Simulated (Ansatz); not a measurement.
Worked example: C3H4F4O + C4H4F4 → C3H5F3O + C4H3F5

Species: C3H4F4O `OC(F)(CF)C(F)F`, singlet; C4H4F4 `C/C(F)=C\C(F)(F)F`, singlet; C3H5F3O `OC(CF)C(F)F`, singlet; C4H3F5 `C/C(F)=C(\F)C(F)(F)F`, singlet. The partners trade F for H; both sit on C, so the bond types are kept.

Shapes, held fixed at every level: PBE0-D4/def2-TZVP. Flexible molecules stand in one conformer, not always the lowest. Programs: Ansatz 0.2.0. The zero-point and thermal change to 298 K, harmonic and unscaled (PBE0-D4/def2-TZVP), is +1.4 kJ/mol.

At MP2/def2-TZVPP; 1 Eh = 2625.50 kJ/mol:

| species | energy (Eh) |
| --- | --- |
| C3H4F4O | -590.525289 |
| C4H4F4 | -553.416629 |
| C3H5F3O | -491.380954 |
| C4H3F5 | -652.533816 |

Task: Work out ΔH(298 K) of the reaction at this level.

Result: 
1. Products less reactants: (-491.380954) + (-652.533816) − [(-590.525289) + (-553.416629)] = 0.027148 Eh = +71.3 kJ/mol.
2. With the thermal change: +71.3 + (+1.4) = +72.7 kJ/mol.

Other levels give +64.7 (PBE-D4/def2-TZVPP) to +74.3 kJ/mol (HF/def2-SVP). No measured value is set beside it here.
